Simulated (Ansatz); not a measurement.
Ansatz (an electronic-structure program) input (B2PLYP/def2-TZVPD):

Ansatz 0.2 input:
```yaml
crystal:
  periodic: [false, false, false]
  atoms:
    - {symbol: Zr, position_ang: [1.17818834, -0.27248729, 0.84206112]}
    - {symbol: I, position_ang: [-0.98351670, 0.22746431, -0.70292766]}
    - {symbol: H, position_ang: [2.69009413, 0.35746587, -0.00120059]}
    - {symbol: H, position_ang: [0.97766812, 0.57531380, 2.46527255]}
    - {symbol: H, position_ang: [1.33108904, -2.08889655, 1.10864912]}
basis:
  gaussian:
    orbitals: def2-TZVPD
hamiltonian:
  xc: {name: B2PLYP}
total_charge: 1
magnetization: {spin_polarized: true, initial_magnetization: 1}
correlation: {electrons: outside_noble_gas}
```

End of the output:

```
integrals: 0.13 GiB planned
1131 factors; integrals over basis functions are off by at most 9.2e-4 eV
mean field: 0.76 GiB planned
mean field evaluation 1: about -9403.4583 eV, gradient 1.6e1 eV
mean field evaluation 2: about -9403.4672 eV, gradient 1.6e1 eV
mean field evaluation 4: about -9405.4085 eV, gradient 4.0e0 eV
mean field evaluation 8: about -9405.7248 eV, gradient 2.0e0 eV
mean field evaluation 16: about -9405.9557 eV, gradient 3.4e-1 eV
mean field evaluation 32: about -9405.9580 eV, gradient 2.6e-6 eV
mean field evaluation 64: about -9405.9580 eV, gradient 5.0e-5 eV
mean field evaluation 96: about -9396.1140 eV, gradient 2.0e1 eV
mean field -9405.95802085 eV, -345.6625816787 hartree, gradient 1.9e-11 eV, S^2 0.756161; 9 other end points of the search recorded, 0 dependent functions left out
13 core orbitals not correlated
reference -9405.95818392 eV, -345.6625876717 hartree; 7, 6 occupied and 106, 107 virtual orbitals, 1131 factors
second order -7.59683357 eV of doubles, -0.00000000 eV of singles
Total energy: -9408.00932899 eV, -345.7379658625 hartree
```

This state (charge 1, doublet) is run at the relaxed geometry of the species with charge 0 and multiplicity 1.
